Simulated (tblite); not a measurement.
Question: What does the GFN2-xTB structure of InChI=1S/C7H6ClS/c1-5(2)6-3-4-7(8)9-6/h4H,1H2,2H3 look like in three dimensions? (Doublet state.)

Answer: 
```xyz
15
C7H6ClS angstrom
C     -1.6710   -1.1442    1.0427
C     -1.1546   -0.2337    0.2197
C     -1.9977    0.7044   -0.5937
C      0.2670   -0.0646    0.0424
C      0.9596    0.7400   -0.7661
C      2.3520    0.7159   -0.7415
C      2.7712   -0.2015    0.1800
Cl     4.3887   -0.5906    0.5699
S      1.4603   -1.0131    0.9875
H     -1.0452   -1.8030    1.6207
H     -2.7341   -1.2545    1.1614
H     -3.0536    0.4956   -0.4488
H     -1.7953    1.7334   -0.3003
H     -1.7559    0.6072   -1.6507
H      3.0040    1.3167   -1.3452
```

Any rigid rotation of these coordinates is as good. Atoms count from 1 in this order. C4 (carbon bonded to 2 C and S) is planar (angles 131.0°, 121.9° and 107.0°, sum 360.0°, 0.00 Å off the plane of its three neighbours). C6 (carbon bonded to 2 C and H) is planar (angles 126.0°, 124.7° and 109.3°, sum 360.0°, 0.00 Å off the plane of its three neighbours). Of the pairs four or more bonds apart, S9···H10 is among the closest relative to their van der Waals radii: 2.70 Å, 90 % of the sum of Bondi's values. S9 (sulfur bonded to 2 C) is bent (angle 90.6°).

Bonds between heavy atoms (Å): C1=C2 1.332, C2–C3 1.501, C2–C4 1.443, C4–C5 1.334, C5–C6 1.393, C6–C7 1.366, C7–Cl8 1.709, C7–S9 1.740, C4–S9 1.794.

Computed geometry: GFN2-xTB, gas phase. This method treats the open shell by occupation alone, without spin polarisation.

Point group: near Cs, missed by 0.18 Å at most; the miss may be what the optimiser left on a soft mode. Its GFN2-xTB frequencies are all real (lowest 49 cm⁻¹). Torsions: C1–C2–C4–C5 177°. 3 starts were optimised and ended at 0.00, 0.20 and 0.21 kcal/mol (GFN2-xTB); the lowest of these is shown.

One conformer stands for the species.
